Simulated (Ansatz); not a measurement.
Reaction (silylene formation by 1,1-elimination): `F[CH]([SiH3])[GeH3]` → `F[CH2][GeH3]` + `[SiH2]`

Calculated with Ansatz (gas phase, PBE0-D4/def2-TZVP geometries, no zero-point term in ΔE). CCSD(T)/CBS adds triple-zeta CCSD(T) − MP2 to the extrapolated MP2 energy (def2 sets, frozen cores). This one scheme is used for every species. For Ge outer-core shells are correlated without core-valence functions, which leaves a few kJ/mol of doubt a bond. Scalar relativity is left out up to krypton.

```tsv
species	CCSD(T)/CBS(def2) energy (Eh)
`F[CH]([SiH3])[GeH3]`	-2507.21028
`F[CH2][GeH3]`	-2216.93494
`[SiH2]`	-290.19011
```

Q: Work out ΔE.

A: ΔE = (-2216.93494) + (-290.19011) − (-2507.21028) = 0.08523 Eh = +53.5 kcal/mol.

Largest T1 diagnostic among the species: 0.014.

In def2-TZVPP, CCSD(T) changes the Hartree–Fock value by +4.6 kcal/mol (the triples alone add +1.4 kcal/mol) and MP2 by +9.2 kcal/mol. The D4 term adds +3.5 kcal/mol with B3LYP and +1.9 kcal/mol with PBE0; it sums over pairs of atoms, weighted by their polarisabilities, and B3LYP, whose exchange is more repulsive, gets the larger term.

B3LYP here is the variant with VWN-RPA as its local correlation; programs differ in this.
